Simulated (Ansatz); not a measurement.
Geometry optimisation, RKS PBE0-D4/cc-pVDZ (Ansatz).

The input (input.yaml):

```yaml
crystal:
  periodic: [false, false, false]
  atoms:
    - { symbol: B, position_ang: [0.023078, -0.496418, -0.474629] }
    - { symbol: Cl, position_ang: [0.030858, 0.038224, 2.543166] }
    - { symbol: Cl, position_ang: [1.525851, 0.257903, -0.933851] }
    - { symbol: Cl, position_ang: [-1.511363, 0.208801, -0.902916] }
    - { symbol: H, position_ang: [0.047209, -1.559155, 0.071902] }
    - { symbol: H, position_ang: [0.002167, -1.119955, 1.882628] }
basis:
  gaussian: { orbitals: cc-pVDZ }
hamiltonian:
  xc: pbe0
  dispersion: d4
relax:
  f_tol: 0.03
  max_steps: 50
```

Command:

```bash
$ ansatz run input.yaml --threads 1 --pin off --max-ram 2048MiB --backend cpu --events-out ev --progress --plain --runs-dir out
```

Question: Where does it end, and by what steps?

Answer: The forces met the threshold. After 13 steps the energy has fallen by 0.099 eV; H6 moved furthest, 0.96 Å.

| step | energy less start (eV) | largest force component (eV/Å) | accepted |
| --- | --- | --- | --- |
| 0 | 0.0000 | 0.978 | yes |
| 1 | -0.0332 | 0.555 | yes |
| 2 | -0.0433 | 0.676 | yes |
| 3 | -0.0775 | 0.153 | yes |
| 4 | -0.0829 | 0.073 | yes |
| 5 | -0.0713 | 1.035 | no |
| 6 | -0.0877 | 0.134 | yes |
| 7 | -0.0870 | 0.602 | no |
| 8 | -0.0910 | 0.086 | yes |
| 9 | -0.0939 | 0.052 | yes |
| 10 | -0.0958 | 0.237 | yes |
| 11 | -0.0965 | 0.311 | yes |
| 12 | -0.0966 | 0.181 | yes |
| 13 | -0.0992 | 0.008 | yes |

```xyz
6
Properties=species:S:1:pos:R:3
B 0.029 -0.494 -0.735
Cl 0.067 0.041 2.545
Cl 1.519 0.347 -1.080
Cl -1.510 0.272 -1.040
H 0.062 -1.624 -0.336
H -0.049 -1.213 2.832
```

Whether the end is a true minimum wasn't checked by a vibrational analysis.

The run took 53 s on 1 thread of Arm Neoverse V1 (shared host), peak memory 0.17 GiB.
